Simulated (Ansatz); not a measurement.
Correlation energies of `C[O][Ga]([OH])[SH]` by basis set

```
atom   x (Å)   y (Å)   z (Å)
  C1   1.565  -0.438   0.273
  O2   0.283  -0.240   0.814
 Ga3  -1.103   0.303  -0.164
  O4  -0.931   0.665  -1.897
  S5  -3.035   0.537   0.807
  H6   2.288  -0.464   1.094
  H7   1.637  -1.390  -0.267
  H8   1.873   0.366  -0.409
  H9  -0.049   0.511  -2.242
 H10  -2.528   0.149   1.990
```

The species carries charge 0 and has multiplicity 1. Correlated methods include outer-core shells of Ga, which these sets cover unevenly. Scalar relativity is left out up to krypton. All single points use the PBE0-D4/def2-TZVP geometry. It is one conformer, not always the lowest. Frozen core, restricted reference, Ansatz 0.2.0.

| basis | HF (Eh) | MP2 corr. | CCSD corr. | (T) | CCSD(T) total |
| --- | --- | --- | --- | --- | --- |
| def2-SVP | -2510.84788 | -0.85773 | ? | -0.02459 | ? |
| def2-TZVPP | ? | -1.05546 | -1.07999 | ? | ? |
| def2-QZVPP | ? | -1.36858 | – | – | – |

**Question.** Fill in the withheld values. (Best estimate.)

**Answer.** Ansatz gave: def2-SVP CCSD corr.: -0.88570; def2-SVP CCSD(T) total: -2511.75817; def2-TZVPP HF (Eh): -2511.47165; def2-TZVPP (T): -0.04382; def2-TZVPP CCSD(T) total: -2512.59546; def2-QZVPP HF (Eh): -2511.53257.
